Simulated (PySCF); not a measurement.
Tl+ (thallium, charge +1) across methods

[Xe] 4f14 5d10 6s2, closed-shell 1S. All numbers are calculated (PySCF 2.14, a scalar-relativistic core potential, in aug-cc-pwCVDZ-PP with ECP60MDF (6s5p4d1f, 48 functions)). The B2PLYP total includes its PT2 part (frozen core); its orbital energies are those of the SCF part.

```tsv
method	E (hartree)	mean ε 5p (eV)	mean ε 5d (eV)	mean ε 6s (eV)	Σ⟨r²⟩ (bohr²)	⟨S²⟩
PBE	-172.3341	-84.728	-22.851	-16.264	44.54	0.000
B2PLYP	-171.9767	-93.906	-26.854	-17.794	44.73	0.000
LDA	-172.0513	-84.693	-22.994	-16.659	44.59	0.000
PBEsol	-172.1368	-84.595	-22.829	-16.351	44.50	0.000
r2SCANh	-172.3502	-88.421	-24.166	-16.828	44.29	0.000
PBE0	-172.2969	-89.199	-24.927	-17.126	44.46	0.000
UHF	-171.32889	-101.63	-30.151	-18.718	44.92	0.000
MN15	-171.9809	-87.360	-25.369	-18.266	44.59	0.000
r2SCAN	-172.3740	-86.917	-23.398	-16.479	44.28	0.000
```

Energies and moments cover only the electrons outside the core potential. Spin-orbit coupling, which splits the p, d and f shells strongly at this Z, is absent.
